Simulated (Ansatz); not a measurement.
Abstraction of F: C3H7F + C2HF2Sn → C3H7 + C2HF3Sn

Species: C3H7F (2-fluoropropane) `CC(C)F`, singlet; C2HF2Sn `C#[C][Sn]([F])[F]`, doublet; C3H7 `C[CH]C`, doublet; C2HF3Sn `C#[C][Sn]([F])([F])[F]`, singlet. A radical takes F: the energy is the difference in strength between the C–F bond broken and the Sn–F bond made.

Shapes, held fixed at every level: PBE0-D4/def2-TZVP. Programs: Ansatz 0.2.0. The zero-point and thermal change to 298 K, harmonic and unscaled (PBE0-D4/def2-TZVP), is -9.8 kJ/mol.

(1) Estimate ΔH(298 K) of this reaction.

## Answers

(1) The highest level, CCSD(T)/def2-TZVPP, gives ΔH(298 K) = +0.3 kJ/mol; the levels span -22.0 to +40.5. That is about zero within the method's error. They disagree on the sign: 5 of 8 are positive. The column of differences is taken from that level and isn't an error. No measured value is set beside it here. Open shells run unrestricted. For atoms past krypton def2 sets carry core potentials with scalar relativity. Outer-core shells of Sn are correlated, in sets that cover them unevenly.

```tsv
level	kind	ΔH(298 K) (kJ/mol)	less CCSD(T)/def2-TZVPP
HF/def2-SVP	Hartree–Fock	-4.1	-4.4
HF/def2-TZVPP	Hartree–Fock	-22.0	-22.3
SPW92/def2-TZVPP	LDA	+40.5	+40.2
wB97M-V/def2-TZVPP	range-separated hybrid	+11.4	+11.1
CCSD(T)/def2-SVP	coupled cluster or CI	+8.5	+8.2
CCSD/def2-SVP	coupled cluster or CI	+4.9	+4.6
CCSD/def2-TZVPP	coupled cluster or CI	-2.3	-2.6
CCSD(T)/def2-TZVPP	coupled cluster or CI	+0.3	0.0
```
